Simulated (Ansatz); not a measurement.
B(F)(GeH3)(OH) (BFGeH4O), SMILES O[B](F)[GeH3].

Geometry optimised at r2SCAN-D4/def2-SVP. The values are those of a single conformer.

Two levels are set side by side: PBE/def2-SVPD (Ansatz, a first-principles code) and CAM-B3LYP/def2-SVPD (Ansatz). Energy differences of separate SCF runs at the same geometry; the states with an electron removed or added have multiplicity 2 and 2. Differences are taken from unrounded values.

```
quantity                           CAM-B3LYP    PBE  PBE minus CAM-B3LYP
---------------------------------  ---------  -----  -------------------
vertical ionisation energy (eV)        11.14  10.72                -0.43
vertical singlet–triplet gap (eV)       5.88   5.51                -0.38
```
